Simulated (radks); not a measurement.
Values are calculated unless marked as measured or tabulated.
Task: The zinc ion Zn4+ is in [Ar] 3d8. Code: a radial shooting solver on a logarithmic mesh with Libxc functionals. Model: scalar-relativistic Kohn-Sham, LDA (Slater exchange, Perdew-Wang correlation), spin-polarised, spherical densities, finite nucleus; Fermi nuclear charge, rms radius of each element as measured or else 0.836 A^(1/3) + 0.57 fm. Open shells are filled with parallel spins first. One electron is removed from 2p, 3d, 3s, 3p in turn, with full relaxation. Which removal costs least, and what does each cost?

Result: 3d 84.210 eV; 3p 159.55 eV; 3s 205.56 eV; 2p 1106.2 eV. The 3d electron leaves first.
